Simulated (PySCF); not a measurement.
Q: Write Cartesian coordinates for `C=C(F)B(F)F` as optimised with PBE0-D3(BJ)/def2-SVP.

A: 
```xyz
8
C2H2BF3 angstrom
C     -1.2400    0.1636   -0.3090
C     -0.0162   -0.3687   -0.3513
F      0.2533   -1.3808   -1.1849
B      1.1751    0.1175    0.5323
F      2.3639   -0.4350    0.4502
F      1.0053    1.1079    1.3868
H     -1.4428    0.9874    0.3765
H     -2.0456   -0.2080   -0.9475
```

Orientation and origin are arbitrary. Atoms count from 1 in this order. The 6 heavy atoms lie in one plane (0.002 Å rms). Of the pairs four or more bonds apart, F6···H7 is among the closest relative to their van der Waals radii: 2.65 Å, 99 % of the sum of Bondi's values. B4 (three-coordinate boron) is planar (angles 121.6°, 120.2° and 118.2°, sum 360.0°, 0.00 Å off the plane of its three neighbours).

Bonds between heavy atoms (Å): C1=C2 1.335, C2–F3 1.339, C2–B4 1.561, B4–F5 1.313, B4–F6 1.319.

Computed, not measured: PBE0-D3(BJ)/def2-SVP geometry optimisation, gas phase (PySCF).

Point group: Cs (every atom within 0.08 Å of its image). Not checked by PBE0-D3(BJ)/def2-SVP frequencies.
